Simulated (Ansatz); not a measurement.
(1) Predict a relaxed structure of Ge₃Cl, charge 0, doublet, at r2SCAN-D4/def2-SVP (Ansatz).

## Answers

(1) 
```xyz
4

Ge    0.7321   -0.8480   -0.7437
Ge   -0.3274   -1.4793    1.3229
Ge   -0.5609    0.8703    0.8580
Cl    0.1562    1.4570   -1.4372
```
Point group Cs (tolerance 0.1 Å). This is one stationary point.

The relaxation made no stability test and no search for a lower SCF solution. The structure comes from a short search, and lower isomers may exist.
